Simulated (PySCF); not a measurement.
Species: ZrPhCl3, C6H5Cl3Zr (singlet state).
Bonds: Zr1–C2, Zr1–Cl13, Zr1–Cl14, Zr1–Cl15, C2–C3, C2–C7, C3–C4, C4–C5, C5–C6, C6–C7. Hydrogens: H8 on C3; H9 on C4; H10 on C5; H11 on C6; H12 on C7.

Method used: PySCF 2.14.0, PBE0-D3(BJ)/def2-SVP geometry optimisation, gas phase, def2 core potentials past Kr.

(1) List the bond lengths, angles and torsions at this level.

## Answers

(1) 
```csv
bond,length (Å)
Zr1–C2,2.161
"Zr1–Cl13, Zr1–Cl14, Zr1–Cl15",2.335
"C2–C3, C2–C7",1.408
"C3–C4, C6–C7",1.393
"C3–H8, C7–H12",1.095
"C4–C5, C5–C6",1.395
"C4–H9, C6–H11",1.093
C5–H10,1.093
```

Bonds in one row agree within 0.01 Å and their mean is given. A selection of angles:
```csv
angle,degrees
C2–Zr1–Cl13,105.9
C2–Zr1–Cl15,103.7
Cl13–Zr1–Cl14,114.8
Cl13–Zr1–Cl15,113.5
Cl14–Zr1–Cl15,112.4
Zr1–C2–C3,121.0
Zr1–C2–C7,120.2
C3–C2–C7,118.6
C2–C3–C4,120.7
C3–C4–C5,119.9
C4–C5–C6,120.3
```

Dihedral angles: Cl13–Zr1–C2–C3 153° (antiperiplanar); Zr1–C2–C3–C4 174° (antiperiplanar); Zr1–C2–C7–C6 -174° (antiperiplanar); C2–C3–C4–C5 0° (synperiplanar); C3–C4–C5–C6 0° (synperiplanar); C4–C5–C6–C7 0° (synperiplanar); C5–C6–C7–C2 0° (synperiplanar).

Zr1 (zirconium bonded to C and 3 Cl) is distorted tetrahedral (angles from 103.7° to 114.8°).

Point group: Cs (every atom within 0.08 Å of its image). No PBE0-D3(BJ)/def2-SVP frequencies stand behind this structure, so it isn't proved a minimum.
